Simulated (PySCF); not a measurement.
SMILES F[Si](F)(F)C#C[SiH](Cl)Cl (C₂HCl₂F₃Si₂), CAM-B3LYP/def2-SVP optimised geometry.

```
10

Si    -2.34    -3.03    -3.96
F     -3.93    -3.04    -4.00
F     -1.83    -4.54    -3.95
F     -1.80    -2.33    -5.28
C     -1.75    -2.16    -2.49
C     -1.35    -1.58    -1.50
Si    -0.77    -0.69     0.00
Cl    -1.48    -1.68     1.64
Cl     1.27    -0.69     0.00
H     -1.27     0.69     0.00
```

Density from CAM-B3LYP/def2-TZVP (PySCF) at that geometry.

Minimum of the electron density along straight lines between bonded atoms, close to the bond critical point (lines longer than 1.1 times the sum of covalent radii, or with two minima, are not listed):

```
bond     length / Å  ρ at the minimum / e bohr⁻³  ∇²ρ there / e bohr⁻⁵  position (fraction from the first atom)
-------  ----------  ---------------------------  --------------------  ---------------------------------------
Si1–F2        1.592                        0.144                  1.00                                     0.42
Si1–F3        1.591                        0.144                  1.01                                     0.42
Si1–F4        1.592                        0.144                  1.00                                     0.42
Si1–C5        1.804                        0.132                  0.29                                     0.39
C5–C6         1.216                        0.423                   [?]                                     0.50
C6–Si7        1.834                        0.123                  0.28                                     0.61
Si7–Cl8       2.046                        0.104                  0.21                                     0.36
Si7–Cl9       2.046                        0.104                  0.21                                     0.36
Si7–H10       1.472                        0.131                  0.12                                     0.49
```

Question: Fill in the missing entries.

Answer: 
- C5–C6, ∇²ρ there / e bohr⁻⁵: -1.31
